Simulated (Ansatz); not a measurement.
Geometry optimisation, RKS B3LYP-D4/def2-SVP (Ansatz).

The input (input.yaml):

```yaml
crystal:
  periodic: [false, false, false]
  atoms:
    - { symbol: Al, position_ang: [-0.399718, 0.287383, -0.013464] }
    - { symbol: H, position_ang: [1.773835, -0.842839, 1.384932] }
    - { symbol: "N", position_ang: [-0.014666, 2.02459, 0.072082] }
    - { symbol: "N", position_ang: [-1.651541, -0.366671, 1.071089] }
    - { symbol: H, position_ang: [1.713828, -0.967604, 0.696398] }
    - { symbol: C, position_ang: [0.487643, -0.860998, -1.340069] }
    - { symbol: H, position_ang: [0.651601, 2.489648, -0.536449] }
    - { symbol: H, position_ang: [-0.427208, 2.704503, 0.702766] }
    - { symbol: H, position_ang: [-2.201835, 0.162467, 1.739973] }
    - { symbol: H, position_ang: [-1.939842, -1.339736, 1.093149] }
    - { symbol: H, position_ang: [0.525861, -1.916357, -1.021383] }
    - { symbol: H, position_ang: [-0.03973, -0.842372, -2.31104] }
    - { symbol: H, position_ang: [1.521771, -0.532115, -1.538083] }
basis:
  gaussian: { orbitals: def2-SVP }
hamiltonian:
  xc: b3lyp
  dispersion: d4
relax:
  f_tol: 0.03
  max_steps: 50
output:
  orbitals: {}
```

Launched with:

```bash
$ ansatz run input.yaml --threads 2 --pin off --max-ram 3072MiB --backend cpu --events-out ev --progress --plain --runs-dir out
```

**Question.** Where does it end, and by what steps?

**Answer.** It converged. The force dipped under the threshold on the way, but the program's further checks kept it going. After 26 steps the energy has fallen by 0.211 eV; H5 moved furthest, 1.98 Å.

```csv
step,energy less start (eV),largest force component (eV/Å),accepted
0,0.0000,2.491,yes
1,-0.1223,0.079,yes
2,-0.1402,0.117,yes
3,-0.1446,0.022,yes
4,-0.1457,0.117,yes
5,-0.1464,0.193,yes
6,-0.1478,0.233,yes
7,-0.1500,0.330,yes
8,-0.1602,0.102,yes
9,-0.1693,0.234,yes
10,-0.1103,1.686,no
11,-0.1764,0.138,yes
12,-0.1808,0.408,yes
13,-0.1903,0.036,yes
14,-0.1902,0.107,no
15,-0.1931,0.094,yes
16,-0.1965,0.098,yes
17,-0.1990,0.291,yes
18,-0.2026,0.239,yes
19,-0.2034,0.378,yes
20,-0.2077,0.099,yes
21,-0.2090,0.059,yes
22,-0.2097,0.131,yes
23,-0.2102,0.033,yes
24,-0.2104,0.017,yes
25,-0.2107,0.017,yes
26,-0.2108,0.028,yes
```

```xyz
13
Properties=species:S:1:pos:R:3
Al -0.325 0.380 -0.271
H 1.092 -1.270 2.253
N -0.161 2.151 -0.244
N -1.077 -0.425 1.133
H 1.712 -1.565 2.589
C 0.315 -0.674 -1.791
H 0.303 2.694 -0.965
H -0.503 2.776 0.480
H -1.436 0.024 1.969
H -1.263 -1.422 1.180
H 0.378 -1.748 -1.551
H -0.352 -0.572 -2.665
H 1.318 -0.349 -2.117
```

Run time: 62 s on 2 threads of Arm Neoverse V1, with other jobs on the host, peak memory 0.22 GiB.
